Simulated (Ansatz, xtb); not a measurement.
## Two structures of F2H3InOSi

Structure X is a singlet given by its coordinates and structure Y is `O[Si](F)(F)[InH2]`, a singlet. Both are isolated molecules in the gas phase, relaxed with PBE0-D4/def2-SVP; the shapes shown needn't be the lowest conformers.

X (Å):

```xyz
8

F    -1.2601    2.6262   -1.7124
F    -0.1926    3.0777    0.6001
In   -0.3137    0.6677    1.7218
O     0.0838    0.7294   -0.3251
Si    0.0302    2.2489   -0.8255
H     1.2151    2.8037   -1.5009
H    -1.9897    0.5047    2.0126
H     1.1516    0.6223    2.6014
```

Close contacts (Å): F1–Si5 1.61, F2–Si5 1.66, In3–O4 2.09, In3–Si5 3.02, O4–Si5 1.60, In3–H7 1.71, In3–H8 1.71, Si5–H6 1.47.

Y (Å):

```yaml
atoms:
  - { symbol: F, position_ang: [-1.7029, -0.5633, 2.1991] }
  - { symbol: F, position_ang: [-0.4183, -0.9296, 0.0342] }
  - { symbol: In, position_ang: [-1.7929, 2.3416, 0.1614] }
  - { symbol: O, position_ang: [0.6494, 0.6526, 1.8941] }
  - { symbol: Si, position_ang: [-0.7464, 0.2125, 1.1409] }
  - { symbol: H, position_ang: [1.1857, -0.0227, 2.3246] }
  - { symbol: H, position_ang: [-1.3855, 2.8354, -1.4453] }
  - { symbol: H, position_ang: [-2.8740, 3.2848, 1.1273] }
```

Q: Estimate which is lower in electronic energy at CCSD(T)/def2-SVP + ΔMP2/def2-TZVPP, and by roughly how much.

A: The CCSD(T)/def2-SVP + ΔMP2/def2-TZVPP calculation puts structure X lower, by 12.8 kcal/mol.

Level by level:

| level | geometry | E(Y) − E(X) (kcal/mol) | departure from the last row (kcal/mol) | job, with rough time for the two |
| --- | --- | --- | --- | --- |
| PBE0-D4/def2-SVP | PBE0-D4/def2-SVP | +10.2 | −2.6 | optimisation, 42 s |
| HF/def2-SVP | PBE0-D4/def2-SVP | +14.4 | +1.6 | part of the CCSD(T) run |
| MP2/def2-SVP | PBE0-D4/def2-SVP | +19.0 | +6.2 | part of the CCSD(T) run |
| CCSD(T)/def2-SVP | PBE0-D4/def2-SVP | +17.3 | +4.5 | single point |
| CCSD(T)/def2-SVP + ΔMP2/def2-TZVPP | PBE0-D4/def2-SVP | +12.8 |  | single point, 36 s |

The levels shown agree on the order. The largest departure from CCSD(T)/def2-SVP + ΔMP2/def2-TZVPP is that of MP2/def2-SVP, 6.2 kcal/mol. Levels run at GFN2-xTB geometries aren't shown. The last row adds to CCSD(T) the change of the MP2 difference between the two basis sets, here −4.5 kcal/mol, a large step that makes the value less sure.

With harmonic frequencies from PBE0-D4/def2-SVP (ideal gas, rigid rotor, one conformer each, 298.15 K, 1 atm): on the last row, ΔE + ΔZPE = +13.2 kcal/mol. A mode under 50 cm⁻¹ makes harmonic enthalpies and free energies unreliable, so none is given.

The correlated steps freeze 12 core orbitals; the filled d shell of In is correlated, in a basis made for valence electrons. Atoms past krypton carry core potentials in the def2 sets and no spin–orbit term is included. Programs: Ansatz 0.2.0; the last row on 2 threads of Arm Neoverse V2 on a shared host.
